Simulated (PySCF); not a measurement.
# Fe⁺ (iron, charge +1) across methods

[Ar] 3d6 4s1, high-spin 6D determinant. Computed with PySCF 2.14 in dyall-av2z (16s12p7d2f, 101 functions), with the non-relativistic Hamiltonian (point nucleus).

| method | E (hartree) | mean ε 3d α (eV) | mean ε 3d β (eV) | mean ε 4s α (eV) | Σ⟨r²⟩ (bohr²) | ⟨S²⟩ |
| --- | --- | --- | --- | --- | --- | --- |
| revPBE | -1263.284 | -17.614 | -13.965 | -12.831 | 25.35 | 8.751 |
| PBE0 | -1263.171 | -20.111 | -16.031 | -13.587 | 25.20 | 8.751 |
| UHF | -1262.20243 | -26.919 | -21.216 | -15.231 | 25.33 | 8.753 |
| PBE | -1263.139 | -17.666 | -13.997 | -12.906 | 25.34 | 8.751 |
| PBEsol | -1261.971 | -17.705 | -13.870 | -12.951 | 25.28 | 8.751 |
| LDA | -1260.909 | -17.925 | -14.009 | -13.158 | 25.25 | 8.751 |
| r2SCAN0 | -1263.347 | -20.457 | -16.110 | -13.831 | 25.07 | 8.751 |
| r2SCAN | -1263.365 | -18.088 | -14.044 | -13.188 | 25.13 | 8.751 |

Task: Estimate the same row for M06.

Result: E (hartree) = -1263.316; mean ε 3d α (eV) = -20.207; mean ε 3d β (eV) = -15.570; mean ε 4s α (eV) = -13.650; Σ⟨r²⟩ (bohr²) = 25.15; ⟨S²⟩ = 8.754.
